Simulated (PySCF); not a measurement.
Run record: geometry optimisation, `[SnH3][N]1N=CC=N1`.

Method: PBE0-D3(BJ)/def2-SVP geometry optimisation, gas phase, def2 core potentials past Kr (PySCF 2.14.0). Start geometry: GFN2-xTB. The input is one job of a driver script: a line of settings, then coordinates in Å.

Input:
```
{"job": {"xc": "PBE0", "basis": "def2-SVP", "d3": "d3bj", "grid": 1, "maxiter": 30, "shake": 0.01, "kind": "geom"}, "charge": 0, "multiplicity": 1}
Sn     2.192590    -0.050970    -0.157290
N      0.139810     0.035040    -0.019440
N     -0.673110    -0.084810    -1.064140
C     -1.845140    -0.048400    -0.564030
C     -1.778040     0.087410     0.813470
N     -0.493940     0.151380     1.127130
H      2.492090     0.584260    -1.661000
H      2.605950    -1.616800    -0.029540
H      2.688260     0.885040     1.135650
H     -2.744620    -0.128340    -1.177880
H     -2.545740     0.160380     1.581400
```

Output:
```
step   0  E = -457.26480531  max force = 0.069364
step   1  E = -457.27046792  max force = 0.013845
step   2  E = -457.27180960  max force = 0.006881
step   3  E = -457.27177397  max force = 0.007934
step   4  E = -457.27192874  max force = 0.001468
step   5  E = -457.27192570  max force = 0.001767
step   6  E = -457.27194018  max force = 0.000347
optimisation converged
```

Energies in Eh; «max force» is the largest Cartesian gradient component in Eh/bohr.

Task: How much energy does the optimisation release, in kcal/mol?

Result: E(step 0) − E(last step) = 0.007135 Eh, which is 4.5 kcal/mol.

Task: At which steps does the energy rise by more than 1e-5 Eh?

Result: At step 3 (+0.04 mEh).

Summary of the converged run: final energy -457.27194 Eh after 6 steps; dipole 1.63 D.

Task: Estimate the wall time. Hardware: Arm Neoverse V2, one thread, no GPU, shared host with 32 logical CPUs at a one-minute load of 15. And the peak memory of the process?

Result: About 38 s, with 0.51 GiB resident at the peak, the Python interpreter and its libraries included.
Labels such as C1 count atoms from 1, the log's own numbers from 0.
